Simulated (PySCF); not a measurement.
FHSSn, SMILES [F][Sn][SH] (connectivity only; charge and spin as stated), neutral, multiplicity 1. Atoms are numbered in the order given.

```xyz
4

Sn     0.3501     0.4566     0.0000
F     -1.5084     1.1111     0.0000
S     -0.3072    -1.9073     0.0000
H      0.9875    -2.3112     0.0000
```
Charge 0, spin multiplicity 1.

Coordinates come from a PBE-D3(BJ)/def2-TZVP optimisation. The def2 effective core potentials stand for the cores of Sn; spin–orbit coupling is left out. Other conformers were not sampled.

Calculation: C-PCM-M06-2X/def2-SVP (PySCF).

The values are the electrostatic part of the solvation free energy, E(continuum) − E(gas) at the gas-phase geometry, in a cavity of scaled van der Waals radii (PySCF's table); cavitation and dispersion terms are not included. A continuum can't describe solvent molecules that bind to the metal. In vacuum the orbital gap is 6.65 eV. The dipole moment in vacuum is 3.86 D.

Computed values in water (ε = 78.36), cyclohexanone (ε = 15.62), n-hexane (ε = 1.88):
```
solvent            ε  ΔG(elec) (kcal/mol)  dipole (D)  gap (eV)
-------------  -----  -------------------  ----------  --------
water          78.36                 -8.2        5.08      6.85
cyclohexanone  15.62                 -7.7        5.00      6.84
n-hexane        1.88                 -3.5        4.36      6.74
```
